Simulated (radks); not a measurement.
The numbers below are computed, except where a source is named.
All-electron atom: Eu III in [Xe] 4f7.

Level of theory: Dirac Kohn-Sham, PBE, spin-unpolarised, spherical densities, finite nucleus; open shells are shared between the two j in proportion to 2j + 1; Fermi nuclear charge, rms radius 5.1115 fm (a radial shooting solver on a logarithmic mesh with Libxc functionals).

Energy parts (eV):
total: -295264.08
kinetic: 321005.20
electron-nucleus: -723713.19
Hartree: 114053.60
exchange-correlation: -6609.69

Orbitals (lengths in bohr, moments of r in powers of bohr; <r^-3> diverges for s and p1/2):
1s1/2: occ. 2; eigenvalue (eV) -48326.85; <r> 0.02232
2s1/2: occ. 2; eigenvalue (eV) -7943.427; <r> 0.09459
2p1/2: occ. 2; eigenvalue (eV) -7537.112; <r> 0.07907
2p3/2: occ. 4; eigenvalue (eV) -6889.086; <r^-3> 9386; <r> 0.08580
3s1/2: occ. 2; eigenvalue (eV) -1758.365; <r> 0.2492
3p1/2: occ. 2; eigenvalue (eV) -1582.781; <r> 0.2388
3p3/2: occ. 4; eigenvalue (eV) -1450.677; <r^-3> 1975; <r> 0.2517
3d3/2: occ. 4; eigenvalue (eV) -1146.703; <r^-3> 330.6; <r> 0.2235
3d5/2: occ. 6; eigenvalue (eV) -1117.958; <r^-3> 295.1; <r> 0.2276
4s1/2: occ. 2; eigenvalue (eV) -359.7973; <r> 0.5661
4p1/2: occ. 2; eigenvalue (eV) -291.9587; <r> 0.5792
4p3/2: occ. 4; eigenvalue (eV) -262.8245; <r^-3> 436.5; <r> 0.6085
4d3/2: occ. 4; eigenvalue (eV) -151.1392; <r^-3> 61.63; <r> 0.6483
4d5/2: occ. 6; eigenvalue (eV) -145.9134; <r^-3> 54.26; <r> 0.6588
5s1/2: occ. 2; eigenvalue (eV) -58.1419; <r> 1.380
5p1/2: occ. 2; eigenvalue (eV) -39.9465; <r> 1.553
5p3/2: occ. 4; eigenvalue (eV) -36.1152; <r^-3> 56.56; <r> 1.647
4f5/2: occ. 3; eigenvalue (eV) -16.4819; <r^-3> 7.004; <r> 0.9472
4f7/2: occ. 4; eigenvalue (eV) -15.8616; <r^-3> 6.734; <r> 0.9639

The highest occupied level is 4f7/2 at -15.862 eV. Summed over all electrons, <r^2> = 40.15 bohr^2, which gives a Langevin (diamagnetic) susceptibility term of -31.8 x 10^-6 cm^3/mol.
